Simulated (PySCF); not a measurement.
Excitations are Tamm–Dancoff values on a coarser integration grid. The basis has no diffuse functions, so Rydberg states are missing or too high.

Z-matrix (Å, degrees):
```
Si
N 1 1.7598
C 2 1.2701 1 124.16
H 3 1.1042 2 119.97 1 -178.56
H 3 1.1106 4 115.47 2 179.79
H 1 1.4953 2 107.28 3 -127.05
H 1 1.5084 6 108.69 2 -122.25
Si 1 2.3483 6 110.28 7 -120.94
H 8 1.4957 1 110.87 6 -58.14
H 8 1.4972 9 108.90 1 121.13
H 8 1.4979 9 108.83 10 118.14
```
Charge 0, multiplicity 1.

Task: What is the computed HOMO, HOMO–LUMO gap and S1 excitation (TDA) (PBE-D3(BJ)/def2-TZVP in PySCF 2.14.0)?

Result: 
```yaml
HOMO: -5.89 eV
HOMO–LUMO gap: 3.68 eV
S1 excitation (TDA): 3.93 eV
```
